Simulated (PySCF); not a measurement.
Computed IR spectrum (relative IR intensity) of a molecule CH₇F₂NSi₂. The structure is a stationary point at PBE-D3(BJ)/def2-SVP. One conformer was computed; it need not be the lowest. Calculation: PySCF with PBE-D3(BJ)/def2-SVP. Frequencies are harmonic and unscaled.

Lines under 2 % of the strongest are left out, and lines within 2 cm⁻¹ are merged.

ν (cm⁻¹): 123 (vw), 228 (vw), 245 (m), 262 (vw), 295 (m), 435 (w), 469 (vs), 500 (m), 652 (m), 686 (m), 737 (m), 744 (vs), 771 (s), 816 (m), 850 (vs), 897 (s), 907 (s), 933 (s), 1216 (m), 1369 (w), 1499 (m), 2094 (vs), 2155 (s), 3466 (w), 3559 (m) (against the strongest line: vs over 80 %, s over 45 %, m over 15 %, w over 4 %, vw less)

Which structure fits?
(A) C[Si@@H](F)[Si@H](N)F
(B) C[Si](F)(F)[SiH2]N
(C) FC[SiH2]N[SiH2]F
(D) N[Si@H](F)[C@H](F)[SiH3]

B, C[Si](F)(F)[SiH2]N
